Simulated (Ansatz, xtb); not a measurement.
**Two isomers of C5H6ClNS**

Structure a: `CCc1nscc1Cl`, a singlet. Structure b: `CCc1csc(Cl)n1`, a singlet. Both are isolated molecules in the gas phase, relaxed with r2SCAN-D4/def2-SVP; the shapes shown needn't be the lowest conformers.

a (Å):

```xyz
14

C    -0.4410   -0.0904    0.8276
C    -0.8511   -0.0215   -0.6466
C    -0.6915    1.3563   -1.2139
C    -1.1828    3.6036   -1.6015
C    -1.6053    2.4421   -0.9965
Cl   -3.0695    2.2854   -0.0899
N     0.3691    1.6704   -1.9374
S     0.3039    3.2777   -2.3867
H    -1.0543    0.5871    1.4418
H     0.6146    0.1968    0.9508
H    -0.5673   -1.1114    1.2192
H    -0.2355   -0.7062   -1.2491
H    -1.9047   -0.3297   -0.7567
H    -1.6781    4.5747   -1.6088
```

b (Å):

```xyz
14

C     0.0493    1.9049   -2.2660
C    -0.6522    0.7313   -1.5815
C    -0.4630    0.7378   -0.0945
C     0.1348   -0.2518    0.6523
C    -0.6466    1.6726    1.8879
Cl   -1.0478    2.8186    3.1026
N    -0.8982    1.8252    0.6300
S     0.1526    0.1822    2.3261
H    -0.1495    1.9058   -3.3486
H     1.1394    1.8563   -2.1165
H    -0.3067    2.8581   -1.8472
H    -0.2926   -0.2295   -1.9837
H    -1.7359    0.7788   -1.7912
H     0.5556   -1.1974    0.3100
```

Quicker runs give these differences E(b) − E(a): GFN2-xTB −0.56 kcal/mol; HF/STO-3G −3.39 kcal/mol (at GFN2-xTB geometries); r2SCAN-D4/def2-SVP//GFN2-xTB −4.45 kcal/mol.

**Question.** Estimate E(b) − E(a) at the level CCSD(T)/def2-SVP + ΔMP2/def2-TZVPP.

**Answer.** Too close to call at this level: CCSD(T)/def2-SVP + ΔMP2/def2-TZVPP gives E(b) − E(a) = −0.99 kcal/mol.

Level by level:

```tsv
level	geometry	E(b) − E(a) (kcal/mol)	departure from the last row (kcal/mol)	job, with rough time for the two
GFN2-xTB	GFN2-xTB	−0.56	+0.43	optimisation, 0.12 s
HF/STO-3G	GFN2-xTB	−3.39	−2.40	single point, 0.26 s
r2SCAN-D4/def2-SVP//GFN2-xTB	GFN2-xTB	−4.45	−3.46	single point, 1.4 s
r2SCAN-D4/def2-SVP	r2SCAN-D4/def2-SVP	−4.72	−3.73	optimisation, 17 s
HF/def2-SVP	r2SCAN-D4/def2-SVP	−6.24	−5.25	part of the CCSD(T) run
MP2/def2-SVP	r2SCAN-D4/def2-SVP	−4.56	−3.57	part of the CCSD(T) run
CCSD(T)/def2-SVP	r2SCAN-D4/def2-SVP	−4.62	−3.63	single point
CCSD(T)/def2-SVP + ΔMP2/def2-TZVPP	r2SCAN-D4/def2-SVP	−0.99		single point, 29 s
```

As drawn, b has 1 C∷S, 1 C∷N in place of 1 N∷S, 1 C∷C (∷ is an aromatic bond).

The largest departure from CCSD(T)/def2-SVP + ΔMP2/def2-TZVPP is that of HF/def2-SVP, 5.25 kcal/mol. The last row adds to CCSD(T) the change of the MP2 difference between the two basis sets, here +3.63 kcal/mol, a large step that makes the value less sure.

With thermal terms from frequencies at re-optimised GFN2-xTB minima (ideal gas, soft modes damped towards free rotors, one conformer each, 298.15 K, 1 atm): the zero-point term adds −0.05 kcal/mol; ΔH is −0.98 and ΔG −1.11 kcal/mol.

The correlated steps freeze 16 core orbitals. Programs: Ansatz 0.2.0, xtb 6.7.1; the last row on 4 threads of AMD EPYC 9R45 96-Core Processor (Zen 5) on a shared host.
